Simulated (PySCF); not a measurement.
# Assignment exercise: C7H7F3

Geometry (Å), atoms numbered from 1 in this order:
```xyz
17

C     1.644   -0.935    1.462
C     1.557    0.235    0.843
C     0.437    0.688    0.021
C     0.273    1.986   -0.251
C    -0.509   -0.318   -0.502
C    -0.152   -1.469   -1.059
C    -1.973    0.042   -0.425
F    -2.283    0.732    0.682
F    -2.771   -1.037   -0.433
F    -2.370    0.802   -1.467
H     0.872   -1.682    1.397
H     2.495   -1.179    2.075
H     2.342    0.968    0.969
H     0.968    2.719    0.119
H    -0.544    2.358   -0.845
H    -0.878   -2.166   -1.441
H     0.885   -1.734   -1.154
```

Computed data (PySCF 2.14.0 with density-fitted response routines): NMR shieldings at PBE0/pcSseg-1/GIAO, GFN2-xTB structure. Gas phase, one computed conformer, rapidly exchanging positions averaged, non-relativistic Hamiltonian.

Scale: $^{13}$C (σ = 186.93 ppm) and $^{1}$H (σ = 31.72 ppm) against TMS (reference shieldings calculated alike).

(1) Assign these signals to the numbered atoms. $^{13}$C{$^{1}$H} NMR (computed): δ 147.8 (C), 146.3 (CH), 145.9 (C), 132.9 (C), 132.2 (CH2), 126.0 (CH2), 125.5 (CH2).

(2) Assign these signals to the numbered atoms. $^{1}$H NMR (400 MHz, computed): δ 6.77 (m, 1H), 6.55 (m, 1H), 6.09 (m, 1H), 5.80 (m, 1H), 5.79 (m, 1H), 5.66 (m, 1H), 5.65 (m, 1H).

Results:

(1) 
147.8 → C3, fully substituted alkene carbon: the olefinic region
146.3 → C2, alkene CH: an sp2 carbon of a C=C bond
145.9 → C5, fully substituted alkene carbon: the olefinic region
132.9 → C7, CF3 carbon: 3 electronegative neighbours deshield it
132.2 → C6, terminal =CH2 carbon: the olefinic region
126.0 → C4, terminal =CH2 carbon
125.5 → C1, terminal =CH2 carbon

C3 and C2; C2 and C5; C7 and C6; C4 and C1 lie closer than the usual error of such a calculation, so a measured spectrum could show them in the other order.

(2) 
6.77 → H13, hydrogen on an alkene CH: olefinic region
6.55 → H16, hydrogen on a terminal =CH2 carbon: a vinylic proton, deshielded by the sp2 carbon and the C=C anisotropy
6.09 → H17, hydrogen on a terminal =CH2 carbon
5.80 → H15, hydrogen on a terminal =CH2 carbon
5.79 → H11, hydrogen on a terminal =CH2 carbon
5.66 → H12, hydrogen on a terminal =CH2 carbon
5.65 → H14, hydrogen on a terminal =CH2 carbon

H15 and H11; H12 and H14 lie closer than the usual error of such a calculation, so a measured spectrum could show them in the other order.

Splittings by $^{19}$F in the carbon and heteronuclear signals aren't shown, as no couplings were computed. Shifts are as computed. Against solution values, carbons near 30 ppm lie about +3 ppm off and those near 130 ppm about +5 ppm. Of 1211 compounds with measured shifts, 218 miss one by over three times the rms of a fit or turn the order of signals round; such compounds aren't used in these exercises. No couplings were computed; multiplicities are counted from neighbouring protons, with m where these are inequivalent, close in shift, in a saturated or five-membered ring or joined by F or P, and br s for small geminal =CH2 splittings.
